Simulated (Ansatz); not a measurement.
ZnMeBr (CH₃BrZn) was relaxed with PBE0-D4 (def2-TZVP) in Ansatz in these states: charge +1 doublet, neutral singlet. The geometries follow in no particular order.

A:

```xyz
6

Zn   -0.386   -0.867    0.557
C     0.291    0.653   -0.419
H     0.349    1.526    0.233
H    -0.368    0.887   -1.258
H     1.288    0.439   -0.808
Br   -1.174   -2.638    1.694
```

B:

```xyz
6

Zn    0.113    0.105    1.141
C    -0.196   -0.065   -0.995
H    -1.068    0.590   -1.030
H    -0.352   -1.142   -1.037
H     0.762    0.330   -1.332
Br    0.741    0.182    3.253
```

Question: Judge from the bond lengths which geometry belongs to which state (an estimate).

Answer: A is the neutral singlet (Zn1–C2 1.929 Å, Zn1–Br6 2.248 Å, C2–H5 1.091 Å); B is the charge +1 doublet (Zn1–C2 2.164 Å, Zn1–Br6 2.205 Å, C2–H5 1.089 Å).
